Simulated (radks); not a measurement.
Initial-state core-level shifts of the aluminium ion Al+ when its valence configuration changes from [Ne] 3s2. Calculated with a radial shooting solver on a logarithmic mesh with Libxc functionals: non-relativistic Kohn-Sham, BLYP, spin-polarised, spherical densities, point nucleus; open shells are filled with parallel spins first. Shifts are changes of the shell-averaged eigenvalues in eV (positive: less bound); the change of the density at the nucleus, which sets a Mossbauer isomer shift, is in e/bohr^3, on a base of 1408.

[
 {"valence": "3s1 3p1", "1s": "-1.387", "2s": "-1.377", "2p": "-1.360", "density at nucleus": "-3.2443"},
 {"valence": "3s0.5 3p1.5", "1s": "-2.210", "2s": "-2.184", "2p": "-2.159", "density at nucleus": "-4.9706"},
 {"valence": "3p2", "1s": "-3.016", "2s": "-2.974", "2p": "-2.942", "density at nucleus": "-6.7297"},
 {"valence": "3s1.5 3p0.5", "1s": "-0.783", "2s": "-0.771", "2p": "-0.763", "density at nucleus": "-1.5767"}
]
